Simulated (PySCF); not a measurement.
A series of related molecules.

All values: wB97X-D/def2-SVPD (PySCF) at PBE0-D3(BJ)/def2-SVP geometries, gas phase, one conformer each. Core orbitals are frozen in the response; Δα² is half the sum of the squared differences of the principal polarisabilities.

Problem. Rank by polarisability anisotropy Δα, lowest first.
A. `[CH3:1][C:2]#[C:3][C@H:4]1[CH2:5][CH2:6][N:7]([SiH3:8])[CH2:9]1` with C3–C4–C5–C6 105°, C4–C5–C6–N7 36°, C5–C6–N7–Si8 155°, C6–N7–C9–C4 32°
B. `[CH2:1]=[N:2][C@@H:3]1[CH2:4][CH2:5][N:6]([SiH3:7])[CH2:8]1` with C1–N2–C3–C4 -125°, N2–C3–C4–C5 -110°, C3–C4–C5–N6 -30°, C4–C5–N6–Si7 -158°, C5–N6–C8–C3 -37°
C. `[OH:1][B:2]([OH:3])[C@@H:4]1[CH2:5][CH2:6][N:7]([SiH3:8])[CH2:9]1` with H–O1–B2–O3 180°, O1–B2–O3–H 0°, O1–B2–C4–C5 176°, B2–C4–C5–C6 -135°, C4–C5–C6–N7 -14°, C5–C6–N7–Si8 -116°, C6–N7–C9–C4 -41°

Solution. C (4.15 Å³), B (5.84 Å³), A (7.91 Å³).

All values together:

| SMILES | formula | μ (D) | HOMO (eV) | LUMO (eV) | α (Å³) | Δα (Å³) | electrons | α per electron (Å³) | ΔSCF removal energy (eV) |
| --- | --- | --- | --- | --- | --- | --- | --- | --- | --- |
| CC#C[C@H]1CCN([SiH3])C1 | C7H13NSi | 1.18 | -8.25 | 2.01 | 17.38 | 7.91 | 76 | 0.229 | 8.22 |
| OB(O)[C@@H]1CCN([SiH3])C1 | C4H12BNO2Si | 1.11 | -8.23 | 1.40 | 14.84 | 4.15 | 78 | 0.190 | 8.24 |
| C=N[C@@H]1CCN([SiH3])C1 | C5H12N2Si | 1.78 | -8.23 | 1.43 | 15.17 | 5.84 | 70 | 0.217 | 8.23 |
| [SiH3]N1CC[C@@H](B(Cl)Cl)C1 | C4H10BCl2NSi | 1.95 | -8.41 | 0.56 | 17.61 | 4.15 | 94 | 0.187 | 8.37 |

Conformers: `[CH3:1][C:2]#[C:3][C@H:4]1[CH2:5][CH2:6][N:7]([SiH3:8])[CH2:9]1` with C3–C4–C5–C6 105°, C4–C5–C6–N7 36°, C5–C6–N7–Si8 155°, C6–N7–C9–C4 32°; `[OH:1][B:2]([OH:3])[C@@H:4]1[CH2:5][CH2:6][N:7]([SiH3:8])[CH2:9]1` with H–O1–B2–O3 180°, O1–B2–O3–H 0°, O1–B2–C4–C5 176°, B2–C4–C5–C6 -135°, C4–C5–C6–N7 -14°, C5–C6–N7–Si8 -116°, C6–N7–C9–C4 -41°; `[CH2:1]=[N:2][C@@H:3]1[CH2:4][CH2:5][N:6]([SiH3:7])[CH2:8]1` with C1–N2–C3–C4 -125°, N2–C3–C4–C5 -110°, C3–C4–C5–N6 -30°, C4–C5–N6–Si7 -158°, C5–N6–C8–C3 -37°; `[SiH3:1][N:2]1[CH2:3][CH2:4][C@@H:5]([B:6]([Cl:7])[Cl:8])[CH2:9]1` with C4–C5–B6–Cl7 39°, Si1–N2–C3–C4 140°, N2–C3–C4–C5 28°, C3–C4–C5–B6 -122°, C4–C5–C9–N2 -18°.
